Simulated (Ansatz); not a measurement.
Cost and result for the atomization energy of CH₃AlBrF (7 atoms, 7 bonds).

```xyz
7

F     1.605    0.825    0.904
C     0.390    0.272    0.816
Al   -0.242   -0.696   -0.800
Br   -0.913    1.664   -0.076
H    -0.048    0.209    1.814
H     0.684   -0.615   -2.074
H    -1.476   -1.659   -0.584
```

Charge 0, multiplicity 1. Correlated methods include outer-core shells of Br, which these sets cover unevenly. Scalar relativity is left out up to krypton. The bonds changed during the relaxation, so this is another structure than the one it started from. The structure was optimised at the PBE0-D4/def2-TZVP level. Program: Ansatz. All runs use 2 threads of an Arm Neoverse V1 on a shared host. Times are those of one run each, without the atoms' runs, and a repeat can differ threefold. Electronic energies, without spin–orbit coupling; frozen cores. CCSD(T)/CBS adds CCSD(T) − MP2 in def2-TZVPP to the MP2 limit, and its time is that of the two runs behind it. T1 = 0.011. With those shells the extrapolation isn't a true limit. HSE06 is the plane-wave form, built on full-range PBE exchange.

CCSD(T)/CBS is a level of theory with its own doubt, some kJ/mol a heavy atom from the limit and from the frozen cores, so smaller differences don't rank the functionals.

| level | functions | wall time | atomization (kcal/mol) | difference from CCSD(T)/CBS | per bond |
| --- | --- | --- | --- | --- | --- |
| revPBE-D4/def2-TZVPP | 194 | 2.8 s | 490.7 | -3.8 | -0.5 |
| BLYP-D4/def2-TZVPP | 194 | 3.2 s | 491.6 | -2.9 | -0.4 |
| PBE0-D4/def2-TZVPP | 194 | 4.7 s | 491.9 | -2.6 | -0.4 |
| HSE06-D4/def2-TZVPP | 194 | 4.9 s | 492.4 | -2.1 | -0.3 |
| CAM-B3LYP-D4/def2-TZVPP | 194 | 5.5 s | 491.8 | -2.7 | -0.4 |
| CCSD(T)/def2-SVP | 93 | 6.5 s | 461.5 | -33.0 | -4.7 |
| B2PLYP/def2-TZVPP | 194 | 8 s | 484.8 | -9.7 | -1.4 |
| PBE-QIDH/def2-TZVPP | 194 | 8.5 s | 487.7 | -6.8 | -1.0 |
| r2SCANh-D4/def2-TZVPP | 194 | 9 s | 493.2 | -1.3 | -0.2 |
| ωB97M-V/def2-TZVPP (with forces) | 194 | 18 s | 493.1 | -1.4 | -0.2 |
| MP2/def2-QZVPP | 363 | 26 s | 498.6 | 4.1 | 0.6 |
| CCSD(T)/def2-TZVPP | 194 | 2.2 min | 479.1 | -15.4 | -2.2 |
| CCSD(T)/CBS(def2) | – | 2.7 min | 494.5 | 0.0 | 0.0 |

From r2SCAN to r2SCAN0 (25 % exact exchange), in def2-TZVPP and without D4, the atomization energy moves by −12.3 kcal/mol: exact exchange takes away binding that semilocal exchange gives to molecules. In def2-TZVPP, CCSD(T) changes the Hartree–Fock value by +133.3 kcal/mol (the triples alone add +9.7 kcal/mol) and MP2 by +143.7 kcal/mol; breaking electron pairs costs correlation energy, which Hartree–Fock lacks. The D4 term adds +5.6 kcal/mol with B3LYP and +2.9 kcal/mol with PBE0; it sums over pairs of atoms, weighted by their polarisabilities, and B3LYP, whose exchange is more repulsive, gets the larger term.

B3LYP here is the variant with VWN-RPA as its local correlation; programs differ in this.
